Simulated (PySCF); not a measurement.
## Electron correlation in Co(3+) (cobalt, charge +3)

[Ar] 3d6, high-spin 5D determinant. Calculation: PySCF 2.14, in def2-TZVPPD; the non-relativistic Hamiltonian (point nucleus). Frozen: [Ne]; 14 electrons correlated.

| level | correlation energy (mhartree) |
| --- | --- |
| CCSD | -422.46 |
| (T) | -5.71 |
| CCSD(T) | -428.17 |

Diagnostics: T1 = 0.0046, D1 = 0.0094, largest double amplitude 0.023.

Is a single reference adequate?

Yes: T1 lies below 0.03 and no double amplitude reaches 0.07.

This basis was not built for core-valence correlation, so the inner-shell part is incomplete.
